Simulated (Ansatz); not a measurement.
Basis-set extrapolation for CH6AlBS2 (PBE0-D4/def2-TZVP geometry, frozen core, Ansatz 0.2.0). Multiplicity 1, RHF reference.

```tsv
	def2-TZVPP	def2-QZVPP
HF	-1103.047369	-1103.079515
MP2 correlation	-0.746036	-0.802849
CCSD(T) correlation	-0.839240	not run
```

Energies in hartree. Use E(X) = E(∞) + A·exp(−7.88·√X) for Hartree–Fock and E(X) = E(∞) + B·X^(−2.97) for correlation, with X = 3 and 4, and add CCSD(T) minus MP2 of the smaller set to the MP2 limit.

Problem. What is the CCSD(T) energy at the basis-set limit?

Solution. HF limit: -1103.079515 + (-0.032146) × 0.13774 = -1103.08394. MP2 limit: -0.802849 + (-0.056813) × 0.74074 = -0.84493. Higher-order term: -0.839240 − (-0.746036) = -0.09320. Total: -1104.02207 hartree, 355.7 kJ/mol below CCSD(T)/def2-TZVPP.
